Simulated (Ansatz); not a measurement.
W5⁺. The state is a quartet with charge 1. Geometry PBE0-D4/def2-SVP; atoms count from 1.

```xyz
5

W    -0.1461    1.3392   -1.2691
W     1.5430    0.0684    0.0273
W    -0.0570   -1.5206    1.0533
W    -1.1018   -0.8191   -0.9667
W    -0.2382    0.9321    1.1551
```

In the def2 sets W takes a core potential; there is no spin–orbit coupling. At PBE0-D4/def2-TZVP a doublet of charge 1 lies 0.59 eV below the quartet, each at its own geometry. The structure comes from a short search, and lower isomers may exist.

Q: Estimate the Mulliken populations from the PBE0/def2-TZVP orbitals of Ansatz.

A: 
| atom | charge (e) | spin (α − β) | d electrons |
| --- | --- | --- | --- |
| W1 | 0.19 | 0.18 | 4.61 |
| W2 | 0.24 | 0.61 | 4.46 |
| W3 | 0.19 | 0.18 | 4.61 |
| W4 | 0.18 | 1.77 | 4.45 |
| W5 | 0.20 | 0.26 | 4.51 |
Mulliken values depend strongly on the basis.

Q: Where does the spin sit?

A: Summed by element: W 3.00, of 3 unpaired in all. Largest on single atoms: W4 1.77, W2 0.61, W5 0.26.

Q: And the Mayer bond orders between heavy atoms (over 0.3)?

A: W1–W2 1.71 (2.48 Å); W1–W4 2.15 (2.38 Å); W1–W5 1.74 (2.46 Å); W2–W3 1.72 (2.48 Å); W2–W4 0.50 (2.96 Å); W2–W5 2.38 (2.28 Å); W3–W4 2.15 (2.38 Å); W3–W5 1.73 (2.46 Å); W4–W5 0.56 (2.88 Å).
